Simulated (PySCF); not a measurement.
Predicted microwave data (PBE0/pcSseg-1 in PySCF (dipole) on a GFN2-xTB geometry, gas phase) for one isomer of C2H10F2N2Si2:

- Rotational constants: A = 3481, B = 633.4, C = 605.2 MHz
- Dipole components: |μa| = 2.35 D, |μb| = 0.83 D, |μc| = 0.67 D
- Inertial defect: -107.95 u·Å²
- κ: -0.98

Question: Which candidate fits, each taken in the one conformer that was computed?
A. `[CH3:1][NH:2][Si@H:3]([F:4])[NH:5][SiH2:6][CH2:7][F:8]` with C1–N2–Si3–F4 -59°, N2–Si3–N5–Si6 113°, Si3–N5–Si6–C7 171°, N5–Si6–C7–F8 49°
B. `[NH2:1][CH2:2][C:3]([F:4])([F:5])[SiH2:6][SiH2:7][NH2:8]` with H–N1–C2–C3 -59° and 59°, N1–C2–C3–F4 56°, C2–C3–Si6–Si7 -178°, C3–Si6–Si7–N8 -176°, Si6–Si7–N8–H 53° and -169°

Answer: B. It is NCC(F)(F)[SiH2][SiH2]N, a near-prolate asymmetric top. The candidates at the same level (rigid rotor, commonest isotopes):

```json
{"SMILES": "NCC(F)(F)[SiH2][SiH2]N", "A (MHz)": "3481", "B (MHz)": "633.4", "C (MHz)": "605.2", "μa (D)": "2.35", "μb (D)": "0.83", "μc (D)": "0.67", "Δ (u·Å²)": "-107.95", "point group": "–", "rotor": "near-prolate asymmetric top"}
{"SMILES": "CN[Si@H](F)N[SiH2]CF", "A (MHz)": "2882", "B (MHz)": "609.0", "C (MHz)": "537.3", "μa (D)": "0.31", "μb (D)": "1.25", "μc (D)": "0.92", "Δ (u·Å²)": "-64.60", "point group": "C1", "rotor": "near-prolate asymmetric top"}
```

`CN[Si@H](F)N[SiH2]CF` has A 17 % too low. No structure here is proved a minimum.
